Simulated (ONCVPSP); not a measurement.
**nickel (Ni), ONCV: configuration errors across variants**

Ni, optimised norm-conserving Vanderbilt (ONCV), made with ONCVPSP 4.0.1 (LDA (Perdew-Wang 92), scalar-relativistic). Core [Ne], reference 3s2 3p6 3d8 4s1.75 (charge +0.25). Waves: 3s+4s: rc 1.00 bohr, ncon 4, nbas 9, qcut 12.9 1/bohr, 2 projectors; 3p: rc 0.75 bohr, ncon 3, nbas 7, qcut 9.5 1/bohr, 1 projector; 3d: rc 1.40 bohr, ncon 4, nbas 9, qcut 10.6 1/bohr, 1 projector. Local part: polynomial inside 0.60 bohr (lpopt 5, dvloc0 6 Ha). Core correction: none.

All-electron excitation energies from the reference (eV): (1) 3s2 3p6 3d8 4s2 -1.689; (2) 3s2 3p6 3d8 4s1 7.905; (3) 3s2 3p6 3d8 4s0 25.558; (4) 3s2 3p6 3d9 4s1 -3.327.

Errors AE − PS in meV (a dash: test not solved or not reliable):

```tsv
change	(1)	(2)	(3)	(4)	bound ghosts	GHOST(+) flags above zero
base	+0.2	+0.5	+6.3	+4.4	none	s
d: rc 1.26	+0.2	+0.3	+4.5	+1.5	none	s
d: rc 1.54	+0.2	+0.8	+8.4	+9.4	none	s
d: rc 1.86	+0.2	+1.5	+13	+30	none	s
d: rc 2	+0.3	+1.7	+14	+44	none	s
```

Question: Give the same row for: d: rc 1.

Answer: +0.1, -0.1, +1.7, -0.7; bound ghosts: none; GHOST(+) flags above zero: s.
